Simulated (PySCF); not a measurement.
Nb⁺ (niobium, charge +1) across methods

[Kr] 4d3 5s1, high-spin 5F determinant (an excited configuration). Computed with PySCF 2.14 in aug-cc-pVTZ-PP with ECP28MDF (6s6p5d3f2g, 88 functions), with a scalar-relativistic core potential.

```tsv
method	E (hartree)	mean ε 4p β (eV)	mean ε 4d α (eV)	mean ε 5s α (eV)	Σ⟨r²⟩ (bohr²)	⟨S²⟩
PBE	-56.3819	-42.490	-12.372	-11.137	40.06	6.001
r2SCAN	-56.4105	-43.211	-12.762	-11.335	39.78	6.002
HSE06	-56.3701	-44.245	-13.364	-11.402	39.97	6.001
LDA	-56.2178	-42.496	-12.336	-11.391	40.14	6.000
PBE0	-56.3704	-44.654	-13.782	-11.749	39.94	6.002
UHF	-55.92728	-50.005	-17.486	-13.171	40.45	6.005
r2SCANh	-56.3989	-43.968	-13.282	-11.573	39.77	6.002
wB97X	-56.3425	-47.268	-15.866	-13.212	39.97	6.001
```

Q: Estimate the same row for B3LYP.

A: E (hartree) = -56.3942; mean ε 4p β (eV) = -44.292; mean ε 4d α (eV) = -13.388; mean ε 5s α (eV) = -11.612; Σ⟨r²⟩ (bohr²) = 40.00; ⟨S²⟩ = 6.001.

Energies and moments cover only the electrons outside the core potential.
